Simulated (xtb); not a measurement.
H₅P, SMILES [H][P@TB7]([H])([H])([H])[H]. All values are semi-empirical tight-binding results from xtb (GFN2-xTB unless named), good for trends rather than for accurate numbers. Coordinates come from a GFN2-xTB optimisation.

Optimised geometry:

```xyz
6

P      0.0000     0.0000     0.0000
H      0.0000     0.0000     1.4867
H      0.0000     0.0000    -1.4867
H      1.3831     0.0000     0.0000
H     -0.6916     1.1978     0.0000
H     -0.6916    -1.1978     0.0000
```
Charge 0, spin multiplicity 1.

Computed properties:
```yaml
point_group_as_xtb_finds_it: D3h
orbital_gap: 4.78 eV
zero_point_energy: 25.8 kcal/mol
G − E(el) at 298.15 K (modified RRHO): 13.0 kcal/mol
static polarisability (D4 model): 35.7 bohr³
solvation energy, GFN2-xTB/ALPB(water): -0.6 kcal/mol
solvation energy, GFN2-xTB/ALPB(dmf): -2.2 kcal/mol
```

Computed atomic charges:
charges (e) P1 -0.24, H2 -0.03, H3 -0.03, H4 0.10, H5 0.10, H6 0.10.
